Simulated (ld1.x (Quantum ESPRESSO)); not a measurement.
## u(r) = r·R(r): atom against pseudo-atom (boron)

Columns: radius, all-electron u(r) and pseudo u(r) of the 2s shell (level -9.51 eV) of boron in the configuration 1s2 2s1.75 2p1.25; Wu–Cohen, scalar-relativistic, PAW scheme, ld1.x (Quantum ESPRESSO) 7.5.

```
r (bohr)  all-electron   pseudo
   0.138        0.3000   0.3658
   0.275        0.2446   0.3504
   0.413        0.0693   0.0967
   0.550       -0.1264  -0.1262
   0.688       -0.3055  -0.3055
   0.825       -0.4521  -0.4521
   0.963       -0.5658  -0.5658
   1.100       -0.6463  -0.6463
   1.238       -0.6986  -0.6986
   1.375       -0.7266  -0.7266
   1.513       -0.7353  -0.7353
   1.650       -0.7291  -0.7291
   1.788       -0.7114  -0.7114
   1.925       -0.6858  -0.6858
   2.062       -0.6544  -0.6544
   2.200       -0.6191  -0.6191
   2.338       -0.5815  -0.5815
   2.475       -0.5433  -0.5433
   2.613       -0.5047  -0.5047
   2.750       -0.4669  -0.4669
   2.888       -0.4300  -0.4300
   3.025       -0.3949  -0.3949
   3.162       -0.3615  -0.3615
   3.300       -0.3299  -0.3299
   3.438       -0.3004  -0.3004
   3.575       -0.2732  -0.2732
```

(1) How many radial nodes do the two functions have?

(2) At about which radius was the pseudo-wave matched?

(3) Is the pseudo-wave norm-conserving?

Answers

(1) The all-electron 2s function has n − l − 1 = 1; the pseudo-wave has 1, since 1 lower shell of the same l stays in the valence.

(2) 0.60 bohr, where the columns begin to agree (steps of 0.14 bohr).

(3) No, it belongs to a PAW set: the norm inside the radius is not constrained, and the difference is carried by the augmentation charge.
